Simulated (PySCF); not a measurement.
CH7AlOSi. Atoms are numbered in the order given.

```xyz
11

Al    -0.4112     0.0939    -0.3349
C     -1.7072    -1.3077    -0.7099
H     -2.4898    -0.9586    -1.4032
H     -2.2035    -1.6622     0.2105
H     -1.2279    -2.1946    -1.1603
O     -0.6709     1.5896    -1.1261
H     -0.1270     2.3784    -1.0507
Si     1.5115    -0.2003     1.1753
H      2.3570     1.0316     1.3089
H      2.4155    -1.3021     0.7043
H      1.0702    -0.5805     2.5586
```

Coordinates come from a r2SCAN-D4/def2-SVP optimisation. The values are those of a single conformer.

Calculation: ωB97X/def2-TZVP (PySCF).

ESP charges are fitted to the potential on shells at 1.4 to 2.0 van der Waals radii. Atomic charges (e):

| atom | Löwdin | meta-Löwdin | Mulliken | ESP fit |
|---|---|---|---|---|
| Al1 | 0.05 | 0.86 | 0.60 | 0.96 |
| C2 | ___ | -0.66 | -0.59 | -0.65 |
| H3 | 0.14 | 0.13 | 0.14 | 0.16 |
| H4 | 0.14 | 0.13 | 0.13 | 0.12 |
| H5 | 0.14 | 0.13 | 0.13 | 0.12 |
| O6 | ___ | -0.78 | -0.56 | -0.82 |
| H7 | 0.18 | 0.35 | 0.32 | 0.41 |
| Si8 | ___ | 0.09 | -0.06 | -0.33 |
| H9 | -0.03 | -0.08 | -0.04 | 0.01 |
| H10 | -0.03 | -0.08 | -0.04 | 0.02 |
| H11 | -0.03 | -0.08 | -0.04 | 0.02 |

**Question.** What belongs in the gaps? (An estimate is asked for; the answer gives what the named calculation found.)

**Answer.** 
- C2, Löwdin: -0.49
- O6, Löwdin: -0.14
- Si8, Löwdin: 0.08
